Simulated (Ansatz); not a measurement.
Diatomic Rb2, multiplicity 3 (not the ground state: that is measured with 2S+1 = 1). No spin–orbit coupling.

Constants: fifth-degree fit in 1/R to seven points, most abundant isotopes. Runs in def2 and cc sets follow the lowest solution found near the PBE0 minimum.

Programs: Ansatz (Gaussian orbitals). Each number belongs to the level named beside it. In def2 rows elements past Kr take small-core potentials, without spin–orbit coupling.

Energies at PBE0/def2-TZVPP:

```
R (Å)      E (hartree)
--------  ------------
5.484793  -48.16441428
5.632234  -48.16452924
5.767880  -48.16458248
5.921218  -48.16459625
6.074556  -48.16457355
6.251485  -48.16451606
6.457902  -48.16442316
```

**Question.** With a reduced mass of 42.4559 u, find the minimum, the force constant and the constants.

**Answer.** A fifth-degree polynomial in 1/R puts the minimum at r_e = 5.8947 Å with force constant 0.712 N/m. Then ω_e = (1/2πc)√(k/μ) = 17 cm⁻¹ and B_e = h/(8π²cμr_e²) = 0.01143 cm⁻¹; the cubic and quartic terms give α_e = 0.00015 and ω_e x_e = 0.23 cm⁻¹.

Ansatz is a program for electronic structure.
